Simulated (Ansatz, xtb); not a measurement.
# Relative energy of two isomers of C2HInO

Structure X is `O=C=[CH][In]`, a singlet and structure Y is `C#C[O][In]`, a singlet. Both are isolated molecules in the gas phase, relaxed with PBE0-D3(BJ)/def2-SVP.

X (Å):

```xyz
5

C    -0.2312    0.2091   -0.7441
C    -0.0410    0.7196    0.4422
In   -1.7052    1.8812    1.3952
O    -0.5194   -0.1975   -1.8028
H     0.8996    0.5991    0.9829
```

Y (Å):

```xyz
5

C     0.1370    0.0008   -1.4096
C    -0.1021    0.0004   -0.2146
In    0.1433    0.0070    3.0599
O    -0.3538   -0.0001    1.0262
H     0.3341    0.0011   -2.4623
```

Question: Which of the two would you expect CCSD(T)/def2-TZVPP electronic energies to favour?

Answer: Structure X; the calculation gives E(Y) − E(X) = +15.9 kcal/mol.

How the difference moves with the method:

```tsv
level	geometry	E(Y) − E(X) (kcal/mol)	departure from the last row (kcal/mol)	job, with rough time for the two
PBE0-D3(BJ)/def2-SVP	PBE0-D3(BJ)/def2-SVP	+17.9	+2.1	optimisation, 82 s
HF/def2-TZVPP	PBE0-D3(BJ)/def2-SVP	+13.4	−2.5	part of the CCSD(T) run
MP2/def2-TZVPP	PBE0-D3(BJ)/def2-SVP	+16.0	+0.1	part of the CCSD(T) run
CCSD(T)/def2-TZVPP	PBE0-D3(BJ)/def2-SVP	+15.9		single point, 1.9 min
```

As drawn, Y has 1 C≡C, 1 C–O, 1 In–O in place of 1 C=O, 1 C=C, 1 C–In.

None of the levels shown reverses the order. The largest departure from CCSD(T)/def2-TZVPP is that of HF/def2-TZVPP, 2.5 kcal/mol. Levels run at GFN2-xTB geometries aren't shown.

With harmonic frequencies from PBE0-D3(BJ)/def2-SVP (ideal gas, rigid rotor, one conformer each, 298.15 K, 1 atm): on the last row, ΔE + ΔZPE = +15.6 kcal/mol. A mode under 50 cm⁻¹ makes harmonic enthalpies and free energies unreliable, so none is given.

The correlated steps freeze 7 core orbitals; the filled d shell of In is correlated, in a basis made for valence electrons. Atoms past krypton carry core potentials in the def2 sets and no spin–orbit term is included. Run with Ansatz 0.2.0; the last row on 1 thread of Arm Neoverse V1 on a shared host.
